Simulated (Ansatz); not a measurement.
`[BH2][Al]([CH3])[CH3]`, charge 0, multiplicity 1.

(1) Give a relaxed structure at PBE0-D4/def2-TZVP (Ansatz 0.2.0). (Estimate.)

## Answers

(1) Ansatz gave: 
Z-matrix (Å, degrees):
```
C
Al 1 1.964
H 1 1.097 2 109.6
H 1 1.095 2 111.2 3 117.3
H 1 1.093 2 114.1 3 -120.2
C 2 1.964 1 118.3 3 -74.8
B 2 2.124 1 121.0 3 105.6
H 6 1.094 2 111.9 1 31.4
H 6 1.093 2 113.6 1 154.2
H 6 1.097 2 109.5 1 -86.6
H 7 1.202 2 123.3 1 -88.9
H 7 1.202 2 123.3 1 91.1
```
This is one stationary point; other conformers may exist.
